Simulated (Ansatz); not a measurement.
Calculated with Ansatz (gas phase, PBE0-D4/def2-TZVP geometries, no zero-point term in ΔE). CCSD(T)/CBS is the MP2 limit (def2-TZVPP, def2-QZVPP) plus CCSD(T) − MP2 in def2-TZVPP, frozen cores. DFT in def2-TZVPP. Each species was taken in one conformer, which may not be the lowest.

`CSC[SiH2]O` + `C[SiH2]N` → `C[SiH2]N[SiH2]O` + `CSC`  (ligand exchange at the Si–C bond)

| level | ΔE (eV) |
| --- | --- |
| PBE0-D4 | -0.72 |
| B2PLYP | -0.82 |
| SCS-MP2/def2-TZVPP | -0.83 |
| MP2/def2-QZVPP | -0.79 |

Problem. What does CCSD(T)/CBS give? (Estimate.)

Solution. Ansatz gave: -0.78 eV. The listed levels differ from it by 0.06, -0.04, -0.05, -0.01 eV.

Largest T1 diagnostic among the species: 0.011.

From PBE to PBE0 (25 % exact exchange), in def2-TZVPP and without D4, ΔE moves by −0.04 eV. The D4 term adds +0.04 eV with B3LYP and +0.02 eV with PBE0; it sums over pairs of atoms, weighted by their polarisabilities, and B3LYP, whose exchange is more repulsive, gets the larger term. In def2-TZVPP, CCSD(T) changes the Hartree–Fock value by +0.16 eV (the triples alone add +0.03 eV) and MP2 by +0.15 eV.

B3LYP here is the variant with VWN-RPA as its local correlation; programs differ in this.
